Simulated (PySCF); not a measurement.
Geometry (Å), atoms numbered from 1 in this order:
```xyz
23

C     3.686   -0.363    0.093
O     2.518   -0.794    0.725
C     1.430    0.095    0.530
C     0.159   -0.443    1.210
C    -0.833   -0.430    0.024
C    -1.963    0.587    0.199
C    -2.914    0.553   -0.998
O    -2.661    0.382    1.410
Si    0.563    0.053   -1.197
H     4.025    0.602    0.495
H     3.530   -0.248   -0.989
H     4.446   -1.120    0.277
H     1.714    1.091    0.899
H    -0.183    0.171    2.042
H     0.350   -1.449    1.578
H    -1.286   -1.413   -0.133
H    -1.543    1.593    0.302
H    -2.372    0.781   -1.912
H    -3.711    1.280   -0.864
H    -3.359   -0.437   -1.095
H    -3.023   -0.513    1.404
H     0.430    1.334   -1.890
H     0.993   -1.010   -2.101
```

PySCF 2.14 calculation with σ from GIAO-PBE0/pcSseg-1 and GFN2-xTB geometry; one conformer, no relativistic terms, gas phase, fast rotation and ring inversion assumed for equivalent nuclei.

Referencing at the same level of theory: TMS for 13C (σ = 186.93 ppm) and 1H (σ = 31.72 ppm) and 29Si (σ = 349.16 ppm); 17O (σ = 336.08 ppm) vs H2O.

```csv
atoms,nucleus,count,Hirshfeld charge,δ (ppm)
C5,13C,1,-0.12,32.9
H16,1H,1,0.03,?
H23,1H,1,-0.07,4.69
H13,1H,1,0.03,3.92
Si9,29Si,1,0.32,-34.6
H21,1H,1,0.16,-0.75
O2,17O,1,-0.14,36.8
H10/H11/H12,1H,3,0.04,3.30
H18/H19/H20,1H,3,0.04,1.12
H17,1H,1,0.04,3.60
C6,13C,1,0.04,?
C4,13C,1,-0.08,?
C3,13C,1,-0.04,?
H14,1H,1,0.04,3.31
H15,1H,1,0.04,2.51
C1,13C,1,-0.04,59.9
C7,13C,1,-0.13,26.6
H22,1H,1,-0.08,?
O8,17O,1,-0.22,?
```

Fill in the missing shifts.

Results:


- C3: 77.4 ppm, sp3 CH bonded to O and Si; the inductive effect lowers its shielding
- C6: 74.9 ppm, sp3 CH bonded to O; deshielded by the electronegative neighbour
- C4: 36.3 ppm, sp3 CH2 in a ring; aliphatic region, no heteroatom directly attached
- H22: 4.55 ppm, hydrogen on a silicon bonded to 2 C, in a 4-membered ring
- H16: 1.33 ppm, hydrogen on an sp3 CH bonded to Si
- O8: 77.3 ppm, alcohol oxygen

OH/NH shifts are gas-phase values; hydrogen bonding in solution moves them, usually downfield. Shifts are as computed. Against solution values, carbons near 30 ppm lie about +3 ppm off and those near 130 ppm about +5 ppm. Of 1309 compounds with measured shifts, 239 miss one by over three times the rms of a fit or turn the order of signals round; such compounds aren't used in these exercises. Experimental scales use liquid or dissolved standards, which lie at an offset from isolated H2O (liquid H2O: subtract about 36 ppm).
